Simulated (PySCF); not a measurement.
**Correlation energy of Xe²⁺ (xenon, charge +2)**

[Kr] 4d10 5s2 5p3 6s1, high-spin 5S determinant (an excited configuration). All numbers are calculated (PySCF 2.14, the non-relativistic Hamiltonian (point nucleus), in dyall-av2z (22s16p12d, 130 functions)). Frozen: [Kr] 4d10; 6 electrons correlated; the 62 highest virtual orbitals of each spin left out.

| level | correlation energy (mhartree) |
| --- | --- |
| CCSD | -87.74 |
| (T) | -1.55 |
| CCSD(T) | -89.29 |

Diagnostics: T1 = 0.0070, D1 = 0.0239, largest double amplitude 0.052.

A non-relativistic calculation at this Z misses sizeable relativistic shifts. The outer electron is Rydberg-like, and this basis confines it to a smaller radius and binds it less than a complete one would.

Cost of the coupled-cluster step: roughly 5 core-seconds, for 6 correlated electrons.
